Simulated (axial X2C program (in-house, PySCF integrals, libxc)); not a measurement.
# Which molecule has these constants?

All values come from calculations with an axial X2C code built on PySCF integrals, spin-free (one-electron X2C) or two-component (2c: spin–orbit coupling with atomic mean-field Coulomb and Gaunt terms, which also bring small scalar terms), in Dyall basis sets with cores contracted in-house; open shells are unrestricted.

A two-component PBE0 calculation in a Dyall 3-zeta basis gave Re = 1.911 Å, ωe = 698.3 cm⁻¹, Ω = 0.

Question: Which molecule is it?
A. InO⁻
B. InS⁻
C. InSe⁻

Answer: A. The others have InS⁻ 2.320 Å and 390.2 cm⁻¹ (Ω = 0); InSe⁻ 2.443 Å and 262.4 cm⁻¹ (Ω = 0).

Each entry is the lowest single determinant of a limited PBE0 search at one distance. De goes to single-determinant-based atoms at the same level (for ions the charge split of lowest energy) and is withheld (n/a) where an atom does not fit its ground term or J level. Main or longest-lived isotopes. The functionals have no current term, which raises determinants with orbital currents.
